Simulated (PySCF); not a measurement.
An unknown gives this computed stick spectrum. Computed with TDDFT CAM-B3LYP/def2-SVPD, vertical, gas phase, core orbitals frozen in the response in PySCF 2.14.0, density-fitted response routines. Geometries: PBE0-D3(BJ)/def2-SVP, one conformer each.

```tsv
state	λ (nm)	f
S1	203.8	0.0016
S2	196.7	0.0013
S3	154.8	0.015
S4	150.2	0.086
S5	148.7	0.013
S6	139.3	0.0039
S7	137.1	0.054
S8	136.7	0.0030
S9	135.8	0.0036
S10	135.6	0.041
```

Problem. Which structure fits? All have the formula C3H9B.
A. `C(B)CC`
B. `CBCC`
C. `CB(C)C`

Solution. B. Its S1 lies at 6.08 eV; the nearest of the others has S1 at 5.68 eV. S1 is HOMO→LUMO (90%). Löwdin shares by element: HOMO carbon 38% or more, boron 26%, hydrogen 9% or more (atoms not listed hold the other 26%); LUMO boron 47%, carbon 27% or more, hydrogen 9% or more (atoms not listed hold the other 16%). At the same level the other candidates give, for their lowest levels:
- `[H]B([H])CCC`: 218 nm (f 0.001); 215 nm (f 0.007); 168 nm (f 0.001); 163 nm (f 0.037); 145 nm (f 0.005); T1 5.04 eV; HOMO -10.18, LUMO -0.23 eV
- `CB(C)C`: 188 nm (f 0.001 summed over 2 states); 156 nm (f 0.063); 155 nm (f 0.057); 139 nm (f 0.006); 132 nm (f 0.000); T1 6.07 eV; HOMO -9.97, LUMO 0.91 eV

Conformer computed: `[CH3:1][BH:2][CH2:3][CH3:4]`: C1–B2–C3–C4 -2°.
Triplets come from the Tamm–Dancoff approximation.
